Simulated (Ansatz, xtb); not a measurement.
A geometry optimisation of CuFPSi with r2SCAN-D4/def2-SVP

The starting geometry of this gas-phase doublet has its atoms placed at random.

| atom | x (Å) | y (Å) | z (Å) |
| --- | --- | --- | --- |
| Cu | 0.9226 | 1.1132 | -1.0975 |
| F | -0.2520 | -0.3728 | 1.0543 |
| P | -1.1864 | 0.8190 | -0.0925 |
| Si | -0.6283 | -1.6749 | -0.1815 |

Question: Guess where an optimisation with r2SCAN-D4/def2-SVP ends from this start.

Answer: It ends as a structure with F2 bridging P3 and Si4, given below by its coordinates. Contacts that close: Cu1–Si4 (3.32 → 2.27 Å), P3–Si4 (2.56 → 2.33 Å).

The energy falls by 0.97 eV over 10 steps:

```csv
step,E − E(last) (eV)
1,0.970
2,0.472
3,0.287
4,0.106
5,0.052
6,0.009
7,0.001
8,0.000
9,0.000
10,0.000
```

Final geometry (Å):

```xyz
4

Cu    0.7498    0.6430   -1.1164
F    -0.3752   -0.3417    1.2357
P    -1.2039    0.8391    0.0246
Si   -0.3149   -1.2558   -0.4610
```

From the same start GFN2-xTB ends elsewhere, differing in F2–Si4 (2.82 against 1.93 Å here).

From so rough a start the end depends on the optimiser's path, so another program may land elsewhere. No frequencies were run, so the end isn't proven a minimum. Open shells are spin-unrestricted. Run with Ansatz 0.2.0, 2 min on 1 thread of Intel(R) Xeon(R) Processor @ 2.70GHz (shared host).
